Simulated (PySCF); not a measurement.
```xyz
6
charge 0 multiplicity 2, angstrom
Tc    0.0563   -0.0026   -0.0365
O     1.6678   -0.2740    0.1736
O    -0.7922    1.6519    0.0660
O    -1.1390   -1.4292    0.0083
H    -0.6446    2.3516    0.7183
H    -1.4545   -1.8544    0.8194
```

Level of theory: UB3LYP in PySCF with Tc def2-SVP with ECP28, O def2-SVP, H def2-SVP; scalar-relativistic core potentials, no spin–orbit coupling; density-fitted integrals.

This geometry of TcO(OH)₂ is a stationary point at this level.

Problem. What is the point group?

Solution. C1.

Problem. Is it a minimum?

Solution. Yes: all harmonic wavenumbers are real.

Problem. Which band is strongest in the infrared?

Solution. 532 cm⁻¹ (a), 219 km/mol.

Problem. Give the ideal-gas entropy at 298.15 K and 1 bar by parts.

Solution. translation 171.3, rotation 106.6, vibration 52.7, spin 5.8; total 336.3 J/(mol K).

Problem. What is the atomisation energy, with and without zero-point energy?

Solution. 2221 kJ/mol without, 2147 kJ/mol with.

This need not be the most stable arrangement of these atoms. With open d or f shells other occupations or spin states may lie lower.
